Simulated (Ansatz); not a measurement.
Relaxation of ClH3OZn (6 atoms, charge 0, multiplicity 1), to a largest force component of 0.03 eV/Å in at most 50 steps.

These are results of RKS PBE/def2-SVP in Ansatz 0.2.0, not measurements.

```xyz
6
Properties=species:S:1:pos:R:3
Zn -0.300 -0.086 0.109
O -0.285 -0.082 1.897
H -1.133 -0.338 2.302
Cl -0.211 -0.058 -1.995
H 2.272 0.633 0.840
H 1.783 0.483 1.352
```

**Question.** Where does it end, and by what steps?

**Answer.** It converged. The force dipped under the threshold on the way, but the program's further checks kept it going. After 8 steps the energy has fallen by 0.053 eV; H5 moved furthest, 0.25 Å.

```tsv
step	energy less start (eV)	largest force component (eV/Å)	accepted
0	0.0000	1.364	yes
1	-0.0479	0.097	yes
2	-0.0499	0.087	yes
3	-0.0510	0.060	yes
4	-0.0521	0.018	yes
5	-0.0504	0.321	no
6	-0.0528	0.109	yes
7	-0.0532	0.066	yes
8	-0.0535	0.012	yes
```

```xyz
6
Properties=species:S:1:pos:R:3
Zn -0.261 -0.059 0.206
O -0.398 -0.060 1.987
H -1.247 -0.414 2.308
Cl -0.040 -0.021 -1.894
H 2.193 0.609 0.600
H 1.879 0.496 1.297
```

The run took 20 s on 1 thread of Arm Neoverse V2, on a shared host, peak memory 0.14 GiB.
